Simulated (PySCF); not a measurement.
ClMoO, SMILES [O]=[Mo][Cl] (connectivity only; charge and spin as stated), neutral, multiplicity 4. Atoms are numbered in the order given.

```xyz
3

Mo     0.0000     0.0000    -0.3902
O      0.0000     0.0000    -2.0847
Cl     0.0000     0.0000     1.9452
```
Charge 0, spin multiplicity 4.

Geometry: B3LYP-D3(BJ)/def2-TZVP. The geometry has at least one imaginary mode, so it is a saddle point at that level. The multiplicity is an assumed one; other spin states were not compared. The def2 effective core potentials stand for the cores of Mo; spin–orbit coupling is left out.

Computed with B3LYP/def2-TZVPD (PySCF).

Mulliken values depend strongly on the basis, most of all with diffuse functions as here. ESP charges are fitted to the potential on shells at 1.4 to 2.0 van der Waals radii. Atomic charges (e):

```tsv
atom	ESP fit	Mulliken	Mulliken spin
Mo1	0.64	1.01	3.24
O2	-0.37	-0.64	-0.13
Cl3	-0.27	-0.36	-0.10
```
